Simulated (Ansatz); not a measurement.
The same path of CH₄AlNO (8 atoms, charge 0, multiplicity 1) was run twice with different band settings. The coordinate that changes most is the angle H5–N1–C2.

Method: RKS PBE/def2-SVP in Ansatz.

Relaxed end points:

```xyz
8
Properties=species:S:1:pos:R:3
N -1.255 1.490 0.329
C 0.013 1.315 0.159
Al 0.812 -0.482 -0.157
O -0.451 -1.654 -0.127
H -1.748 0.574 0.277
H 0.627 2.249 0.198
H 2.338 -0.886 -0.419
H -0.334 -2.607 -0.260
```

```xyz
8
Properties=species:S:1:pos:R:3
N -1.369 0.518 0.243
C -0.173 1.000 0.142
Al 1.122 -0.476 -0.205
O 0.367 -2.022 -0.289
H -2.075 1.263 0.424
H 0.030 2.098 0.245
H 2.699 -0.405 -0.404
H -0.600 -1.977 -0.156
```

Common settings: movable images 7; climbing image yes; optimiser quadratic models (default); start path IDPP; force threshold 0.05 eV/Å; iteration limit 60; end points relaxed.

| run | spring |
| --- | --- |
| 1 | 5.0 eV/Å² |
| 2 | 0.5 eV/Å² |

Task: What does each run give, and how far can it be trusted?

Result: Run 1: converged after 18 iterations, highest image 1.249 eV above the first end. The profile has 2 maxima (images 1, 4) with wells between them (image 2): this band takes more than one step, which may be the mechanism or a detour left from its start path. A vibrational analysis at the climbing image gives one clearly imaginary mode, 1162i cm⁻¹: a first-order saddle point.
Run 2: converged after 18 iterations, highest image 1.249 eV above the first end. The profile has 2 maxima (images 1, 4) with wells between them (image 2): this band takes more than one step, which may be the mechanism or a detour left from its start path. Another band between the same ends (7 images) ends at a top of the same energy, where a vibrational analysis finds 1 clearly imaginary mode.
